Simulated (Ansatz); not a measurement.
The cluster AlRu₆, relaxed as a doublet with UKS r2SCAN-D4/def2-SVP in Ansatz, starting from the GFN2-xTB geometry. Force threshold 0.02 eV/Å.

In the def2 sets Ru takes a core potential; there is no spin–orbit coupling. The charge 0 doublet is spin-contaminated (final ⟨S²⟩ up to 2.62, 0.75 for a pure state). The relaxation made no stability test and no search for a lower SCF solution. No other spin state of charge 0 was run. Another isomer (doublet) lies 1.29 eV lower at PBE0-D4/def2-TZVP; other spin states weren't run for this one.

Start:

```xyz
7

Ru    1.086   -2.820   -0.162
Ru   -0.519    1.427    1.121
Ru   -1.151    2.840   -0.607
Ru    0.300   -0.710    0.358
Ru   -0.321    0.776   -1.387
Ru    0.163   -0.096    2.740
Al    0.443   -1.417   -2.062
```

```
         step  energy (eV)  largest force component (eV/Å)  SCF passes
            1  -22090.9705                           1.522         119
            2  -22091.1662                           0.799          64
            3  -22091.2432                           0.647          79
            4  -22091.2838                           0.826          74
            5  -22091.3701                           0.322          72
            6  -22091.4405                           0.374          99
            7  -22091.5990                           0.854         297
            8  -22091.8580                           1.171         114
            9  -22092.0740                           0.534          94
           10  -22092.1820                           0.604          98
           11  -22092.4231                           0.611         129
           12  -22092.6915                           0.776          85
           13  -22092.9973                           0.603          85
           14  -22093.2442                           0.897         128
           15  -22093.2843                           0.419          80
16 (rejected)  -22093.2566                           0.763          69
           17  -22093.3011                           0.144          59
           18  -22093.3021                           0.038          70
           19  -22093.3024                           0.024          70
           20  -22093.3032                           0.047          63
           21  -22093.3040                           0.050          62
           22  -22093.3049                           0.044          60
           23  -22093.3051                           0.050          64
24 (rejected)  -22093.3045                           0.109          62
           25  -22093.3059                           0.040          61
           26  -22093.3061                           0.009          65
```

Force components are those of the run's own axes.

End:

```xyz
7

Ru    1.130   -2.785   -0.177
Ru   -1.772    0.846    0.943
Ru   -0.051    2.474    0.264
Ru    0.160   -0.783    0.386
Ru   -0.495    0.751   -1.208
Ru    0.545    0.967    1.841
Al    0.484   -1.470   -2.049
```

Bonds formed: Ru3–Ru4, Ru3–Ru6, Ru5–Ru6 (atoms count from 1).

No frequencies were taken in this run, so the end may be a saddle point.

Run time 16 min (4 threads of Arm Neoverse V2 on a shared host), peak host memory 0.85 GiB.
